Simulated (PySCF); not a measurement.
A calculated (B3LYP, PySCF 2.14, x2c-TZVPall, the spin-free X2C one-electron Hamiltonian (Gaussian nucleus)) atom or ion has these occupied shells.

| shell | electrons | orbital energy (eV) | rms radius, mean of both spins (bohr) |
| --- | --- | --- | --- |
| 1s | 2 | -3991.5 | 0.0888 |
| 2s | 2 | -439.49 | 0.395 |
| 2p | 6 | -358.01 | 0.364 |
| 3s | 2 | -65.230 | 1.24 |
| 3p | 6 | -44.936 | 1.37 |

Q: Name the element and its charge.

A: Ca²⁺ (calcium, charge +2), in [Ar], closed-shell 1S.
